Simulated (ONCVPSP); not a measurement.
**Configuration tests for Tc (Z = 43) (ONCV)**

```
Element                 : technetium
Generator               : ONCVPSP 4.0.1
Type                    : optimised norm-conserving Vanderbilt (ONCV)
Functional              : Wu-Cohen
Relativity              : scalar-relativistic
Frozen core             : [Ar] 3d10
Valence charge          : 15
Reference configuration : 4s2 4p6 4d5 5s1.75 5p0.25
Partial waves           : 4s+5s: rc 1.70 bohr, ncon 4, nbas 8, qcut 9.2 1/bohr, 2 projectors; 4p+5p: rc 2.30 bohr, ncon 4, nbas 8, qcut 6.6 1/bohr, 3 projectors, debl 1.8 Ha; 4d: rc 1.85 bohr, ncon 3, nbas 8, qcut 7.2 1/bohr, 1 projector
Local potential         : polynomial inside 1.35 bohr (lpopt 5, dvloc0 3 Ha)
Core correction         : Teter function, fcfact 4.25, rcfact 1.12
```

Energies are relative to the spin-unpolarised reference configuration 4s2 4p6 4d5 5s1.75 5p0.25; without spin polarisation the order of configurations can differ from experiment.

| valence configuration | charge | ΔE all-electron (eV) | error AE − PS (meV) |
| --- | --- | --- | --- |
| 4s2 4p6 4d5 5s2 5p0 | 0 | -0.939 | +0.1 |
| 4s2 4p6 4d5 5s1 5p0 | +1 | 7.269 | -1.3 |
| 4s2 4p6 4d5 5s1 5p1 | 0 | 2.898 | -0.3 |

**Question.** What are ΔE and the potential's error for 4s2 4p6 4d5 5s0 5p0?

**Answer.** ΔE = 22.096 eV all-electron; the error (AE − PS) is -4.5 meV.

Levels in the configuration 4s2 4p6 4d5 5s1 5p1:

```csv
level,all-electron (eV),pseudo (eV)
4s,-74.810,-74.814
4p,-46.776,-46.778
4d,-8.022,-8.023
5s,-6.013,-6.013
5p,-2.080,-2.080
```
